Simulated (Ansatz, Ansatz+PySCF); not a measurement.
```
atom    x (Å)    y (Å)   z (Å)
   C   0.0000   0.7050  0.0000
   C  -1.4100   0.7050  0.0000
   C  -1.4100  -0.7050  0.0000
   C   0.0000  -0.7050  0.0000
   C   1.2211   1.4100  0.0000
   C   2.4422   0.7050  0.0000
   C   2.4422  -0.7050  0.0000
   C   1.2211  -1.4100  0.0000
   C   3.8522   0.7050  0.0000
   C   3.8522  -0.7050  0.0000
   H  -2.1772   1.4722  0.0000
   H  -2.1772  -1.4722  0.0000
   H   1.2211   2.4950  0.0000
   H   1.2211  -2.4950  0.0000
   H   4.6194   1.4722  0.0000
   H   4.6194  -1.4722  0.0000
```

Basis set: def2-SVP (spherical functions). Charge 0, multiplicity 1.

Computed with Ansatz (development build ahead of 0.2.0); each method stands on the lowest determinant of its kind that the runs found. Restricted functionals stand beside restricted open-shell atoms, which can lie above the unrestricted atoms usual in DFT and then raise those values.

(1) Give the atomization energy at this shape (free ground-state atoms in the same class of orbitals less the molecule, no zero-point energy) of singlet C₁₀H₆ by ωB97X (unrestricted), PBE0 (unrestricted), PBE0 (restricted), UHF, RHF.

## Answers

(1)

```
              method  atomization energy
ωB97X (unrestricted)    1909.48 kcal/mol
 PBE0 (unrestricted)    1955.76 kcal/mol
   PBE0 (restricted)    1948.71 kcal/mol
                 UHF    1427.09 kcal/mol
                 RHF    1375.60 kcal/mol
```

Caution for ωB97X (unrestricted), PBE0 (unrestricted), UHF: the unrestricted determinant is a mixture of spin states. Caution for PBE0 (restricted), RHF: an unrestricted determinant lies well below.

The shape needn't be a minimum at these levels.
